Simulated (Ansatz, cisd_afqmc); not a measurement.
Species: BH, charge 0, triplet. This triplet is an excited state, 1.3 eV above the singlet at CCSD(T)/cc-pV5Z (Ansatz, a program for electronic structure). BH (SMILES [BH], triplet).
B3LYP-D3(BJ)/def2-TZVP minimum from Ansatz:
```xyz
2

B      0.0000     0.0000    -0.1987
H      0.0000     0.0000     0.9933
```
Charge 0, spin multiplicity 3.

Total energies in cc-pVQZ, 4 correlated electrons, 1 frozen orbitals. Open shells are spin-unrestricted; no spin-orbit coupling. Correlated methods leave the cores frozen. No relativity. The Monte Carlo rows (phaseless AFQMC, CISD trial, step 0.005/hartree) carry one-sigma bars that omit the constraint's bias. Outlying blocks are dropped, and bars are widened where a walk drifts. Over all cases where full CI ran beside it in this data, AFQMC minus full CI had a median of +0.1 mEh and passed +0.4 mEh in a tenth of the cases. Full CI freezes restricted core orbitals and the other rows unrestricted ones, which leaves a small offset even where coupled cluster is exact. The spin of HB ([BH], triplet) was assumed, and the state is the lowest solution found for it.

```tsv
method	program	energy (Eh)	error against FCI (mEh)
HF	Ansatz	-25.11802	68.87
MP2	Ansatz	-25.17180	15.09
CCSD	Ansatz	-25.18495	1.94
CCSD(T)	Ansatz	-25.18650	0.40
CCSDT(Q)	Ansatz	-25.18692	-0.03
AFQMC/CISD	cisd_afqmc	-25.1867 ± 0.0001	0.2 ± 0.1
FCI	Ansatz	-25.18689	0.00
```

Rough core times of Ansatz's runs on a shared machine: CCSD(T) under 20 s, CCSDT(Q) 50 s, FCI 40 s.
